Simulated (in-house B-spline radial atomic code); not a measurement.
Configurations of Al III (Al2+), with energies counted from [Ne] 3s1. Method: Dirac-Hartree-Fock, average of configuration, Fermi nucleus of rms radius 3.061 fm. Calculated with a radial B-spline atomic code at the basis-set limit. Energies include first-order Breit, QED and recoil terms.

Occupations are held fixed; configurations that lie above the ionisation limit could autoionise.

| configuration | E - E(ref) (eV) | highest orbital | its <r> (bohr) |
| --- | --- | --- | --- |
| [Ne] 3d1 | 14.149 | 3d3/2 | 3.348 |
| [Ne] 5s1 | 20.836 | 5s1/2 | 8.475 |
| [Ne] 5g1 | 23.185 | 5g9/2 | 9.167 |
| [Ne] 6p1 | 23.911 | 6p3/2 | 14.38 |
| [Ne] 6d1 | 24.62 | 6d3/2 | 16.65 |
| [Ne] 7d1 | 25.544 | 7d3/2 | 23.09 |
| [Ne] 7f1 | 25.583 | 7f7/2 | 22.49 |
| [Ne] 7g1 | 25.584 | 7g9/2 | 21.17 |
| [He] 2s2 2p5 3s1 4d1 | 95.46 | 4d5/2 | 6.362 |

Order these further configurations by energy, lowest first.
A. [Ne] 6f1
B. [He] 2s2 2p5 3s1 6d1
C. [Ne] 7s1
D. [He] 2s2 2p5 3s1 5d1
E. [Ne] 5d1

E (23.084 eV), A (24.68 eV), C (24.807 eV), D (98.525 eV), B (100.16 eV).

How far above the reference does [Ne] 4p1 lie?

17.533 eV; its least bound orbital is 4p3/2 with <r> = 5.527 bohr.

How far above the reference does [He] 2s2 2p5 3s1 4f1 lie?

96.045 eV; its least bound orbital is 4f7/2 with <r> = 5.922 bohr.

How far above the reference does [Ne] 6g1 lie?

24.681 eV; its least bound orbital is 6g9/2 with <r> = 14.67 bohr.
